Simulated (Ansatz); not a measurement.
```xyz
17

Ni    0.0000    0.0000    0.0000
N     1.9300    0.0000    0.0000
H     2.3000   -0.9315    0.1863
H     2.3000    0.3044   -0.8999
H     2.3000    0.6271    0.7136
N    -1.9300    0.0000    0.0000
H    -2.3000    0.9315   -0.1863
H    -2.3000   -0.6271   -0.7136
H    -2.3000   -0.3044    0.8999
N     0.0000    1.9300    0.0000
H     0.9074    2.3000   -0.2813
H    -0.6973    2.3000   -0.6452
H    -0.2101    2.3000    0.9265
N     0.0000   -1.9300    0.0000
H    -0.9074   -2.3000    0.2813
H     0.2101   -2.3000   -0.9265
H     0.6973   -2.3000    0.6452
```

Basis set: def2-TZVP on H, N; pcseg-2 on Ni. Charge 2. Computed with Ansatz (development build ahead of 0.2.0); the lowest solution found for each multiplicity.

How do the multiplicities compare at this shape? Give, from the lowest of each method, PBE0 (unrestricted) for 1, 3; PBE0 (restricted) for 1, 3.

| method | multiplicity | E (eV) | <S²> |
| --- | --- | --- | --- |
| PBE0, unrestricted | 1 | 0.000 | 0.08 |
| PBE0, unrestricted | 3 | 0.912 | 2.00 |
| PBE0, restricted | 1 | 0.000 | 0.00 |
| PBE0, restricted | 3 | 0.983 | 2.00 |
